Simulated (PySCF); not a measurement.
## Polarisability and C₆ of O²⁺ (oxygen, charge +2)

[He] 2s2 2p2, high-spin 3P determinant. Calculation: PySCF 2.14, in aug-pcseg-3; the non-relativistic Hamiltonian (point nucleus). Coupled (time-dependent) response in atomic units; α is the mean over directions.

```tsv
method	mean α (bohr³)	α xx, yy, zz	C₆ (like pair)	S(−4)
UHF	1.801	1.919, 1.742, 1.742	2.352	3.660
PBE	1.747	1.865, 1.688, 1.688	2.337	2.820
PBE0	1.745	1.865, 1.685, 1.685	2.322	2.898
M06-2X	1.671	1.796, 1.609, 1.609	2.178	2.550
wB97M-V	1.719	1.844, 1.657, 1.657	2.318	2.516
```

S(−4) is the Cauchy moment in α(ω) = α(0) + S(−4) ω² + …

α(iu) at PBE0:

| u (hartree) | α(iu) (bohr³) |
| --- | --- |
| 0 | 1.745 |
| 0.0500 | 1.738 |
| 0.100 | 1.717 |
| 0.200 | 1.641 |
| 0.300 | 1.536 |
| 0.500 | 1.305 |
| 0.750 | 1.054 |
| 1.00 | 0.8621 |
| 1.50 | 0.6029 |
| 2.00 | 0.4421 |
| 3.00 | 0.2634 |
| 5.00 | 0.1218 |

For an ion, C₆ is the dispersion term alone; charge-induced terms of lower order in 1/R come first.

The components differ because the open shell of this determinant is not spherical; for a pure term their mean is the scalar polarisability.
